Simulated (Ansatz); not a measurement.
The cluster GaSb2, relaxed as a doublet with UKS r2SCAN-D4/def2-TZVP in Ansatz, starting from the GFN2-xTB geometry. Force threshold 0.02 eV/Å.

In the def2 sets Sb takes a core potential; there is no spin–orbit coupling. The structure comes from a short search, and lower isomers may exist.

Start:

Cartesian coordinates in Å:
```
Ga 0.3266 -0.4527 1.6949
Sb -1.2651 0.8188 -0.4822
Sb 0.9385 -0.3661 -1.2127
```

Question: Estimate the energy that the relaxation releases and the steps that it takes.

Answer: 0.4 kcal/mol, in 4 steps; 16 s on 4 threads of Arm Neoverse V2 on a shared host. No frequencies were taken in this run, so the end may be a saddle point.

Question: Does the start keep its bonding and symmetry?

Answer: By distances, no bond broke or formed. The bond that changes most is Ga1–Sb2, from 2.98 to 2.93 Å (atoms count from 1). Point group Cs at the start, C2v at the end, both within 0.05 Å; within 0.015 Å the end is Cs.

Question: Predict the relaxed structure.

Answer: 
Cartesian coordinates in Å:
```
Ga 0.320 -0.445 1.671
Sb -1.244 0.805 -0.474
Sb 0.924 -0.360 -1.198
```
Bond lengths: 2 × Ga–Sb 2.93 Å; 1 × Sb–Sb 2.57 Å.
